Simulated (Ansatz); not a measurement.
A nudged elastic band was laid between two geometries of C3H7Al (11 atoms, charge 0, multiplicity 1).

Level of theory: UKS B3LYP-D4/def2-SVP in Ansatz 0.2.0.

```
movable images  : 5
climbing image  : yes
spring          : 5.0 eV/Å²
optimiser       : quadratic models (default)
start path      : through a guess of the saddle point
force threshold : 0.05 eV/Å
iteration limit : 60
end points      : relaxed
```

Image 0:

```xyz
11
Properties=species:S:1:pos:R:3
C 0.194 0.709 -0.553
C -0.730 0.726 0.714
Al -0.029 -1.082 1.060
C 0.597 -0.789 -0.786
H 1.102 1.302 -0.349
H -0.285 1.165 -1.438
H -0.595 1.593 1.379
H -1.799 0.706 0.430
H 0.046 -2.168 2.223
H 1.630 -0.946 -1.132
H -0.066 -1.272 -1.528
```

Image 6:

```xyz
11
Properties=species:S:1:pos:R:3
C 0.255 1.045 -0.685
C 0.411 0.040 0.461
Al -1.145 -0.714 1.337
C 0.743 -0.328 -0.990
H 0.970 1.872 -0.728
H -0.754 1.322 -1.010
H 1.302 0.219 1.076
H -2.440 -0.969 0.449
H -1.150 -1.075 2.884
H 1.799 -0.460 -1.245
H 0.075 -1.010 -1.528
```

(1) What changes between the two ends?

(2) Give the energies along the band, and the barrier.

(3) What is the geometry of the highest image?

## Answers

(1) Bonds broken: C2–H8, Al3–C4. Bonds formed: C2–C4, Al3–H8.

(2) The run converged. The highest image is number 2 of 0 to 6, 2.57 eV above the first end and 2.24 eV above the last; the last end lies 0.33 eV above the first. Neighbouring images differ by up to 1.8 eV, so the band resolves the path poorly. A vibrational analysis at the climbing image gives one clearly imaginary mode, 295i cm⁻¹: a first-order saddle point. The orbitals stay closed-shell, which can raise the energy where a bond breaks towards radicals; this wasn't checked here.

| image | path coordinate (Å) | energy (eV) | C2–H8 (Å) | Al3–C4 (Å) | C2–C4 (Å) |
| --- | --- | --- | --- | --- | --- |
| 0 | 0.00 | 0.00 | 1.11 | 1.97 | 2.51 |
| 1 | 1.39 | 1.76 | 1.58 | 1.99 | 2.40 |
| 2 | 2.78 | 2.57 | 2.91 | 2.07 | 2.36 |
| 3 | 3.69 | 1.82 | 2.93 | 2.23 | 1.96 |
| 4 | 4.60 | 0.50 | 3.03 | 2.50 | 1.58 |
| 5 | 5.51 | 0.37 | 3.03 | 2.84 | 1.55 |
| 6 | 6.42 | 0.33 | 3.02 | 3.02 | 1.53 |

(3) 
```xyz
11
Properties=species:S:1:pos:R:3
C 0.352 0.837 -0.574
C -0.052 0.964 0.825
Al -0.723 -0.999 0.873
C 0.503 -0.686 -0.762
H 1.141 1.525 -0.943
H -0.580 1.198 -1.085
H 0.256 1.868 1.382
H -2.271 -0.879 0.459
H -0.316 -1.856 2.155
H 1.543 -0.979 -0.553
H 0.213 -1.050 -1.757
```

Time of the run: 5.7 min on 2 threads of Intel(R) Xeon(R) Platinum 8488C (Sapphire Rapids) (shared host), peak memory 0.31 GiB.
